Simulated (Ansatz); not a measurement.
CH6BIOSi (`CB[SiH](O)I`), relaxed with RKS PBE-D4/def2-SVP in Ansatz 0.2.0 from a rough embedded geometry. The force threshold is 0.03 eV/Å; the program also tests the step.

The species carries charge 0 and has multiplicity 1. I takes the def2 core potential.

Start:

```xyz
11

C     0.797   -1.424   -0.247
B     0.778   -0.084    0.466
Si   -0.545    1.220   -0.002
O    -2.100    0.683    0.220
I    -0.278    1.851   -2.380
H     0.957   -1.338   -1.377
H    -0.172   -1.976   -0.124
H     1.631   -2.082    0.106
H     1.529    0.165    1.287
H    -0.379    2.461    0.815
H    -2.218    0.523    1.236
```

```tsv
step	energy (eV)	largest force (eV/Å)	largest move (Å)
1	-19823.0613	2.093	0.000
2	-19823.4076	1.484	0.168
3	-19823.4852	0.849	0.107
4	-19823.5319	0.434	0.200
5	-19823.5885	0.415	0.200
6 (rejected)	-19823.5577	1.913	0.197
7	-19823.6249	0.389	0.098
8	-19823.6575	0.696	0.097
9	-19823.6986	0.343	0.150
10	-19823.7145	0.489	0.200
11 (rejected)	-19823.6852	0.416	0.200
12	-19823.7383	0.163	0.100
13	-19823.7416	0.066	0.053
14	-19823.7428	0.058	0.034
15	-19823.7433	0.243	0.034
16	-19823.7443	0.154	0.022
17 (rejected)	-19823.7422	0.511	0.186
18	-19823.7487	0.128	0.090
19	-19823.7534	0.251	0.098
20 (rejected)	-19823.7448	0.650	0.140
21	-19823.7602	0.216	0.070
22	-19823.7686	0.157	0.073
23	-19823.7736	0.208	0.110
24	-19823.7809	0.209	0.083
25 (rejected)	-19823.7675	0.294	0.157
26	-19823.7855	0.071	0.078
27	-19823.7864	0.038	0.029
28	-19823.7866	0.026	0.007
```

End:

```xyz
11

C     0.817   -1.498   -0.342
B     0.950    0.009    0.083
Si   -0.612    1.130    0.512
O    -2.106    0.396    0.685
I    -0.044    1.653   -1.939
H     1.549   -1.795   -1.121
H    -0.198   -1.822   -0.644
H     1.087   -2.082    0.571
H     2.034    0.543    0.239
H    -0.608    2.471    1.196
H    -2.870    0.996    0.761
```

It took 36 s on 4 threads of an Arm Neoverse V2 on a shared host, with 0.2 GiB of host memory at the peak.
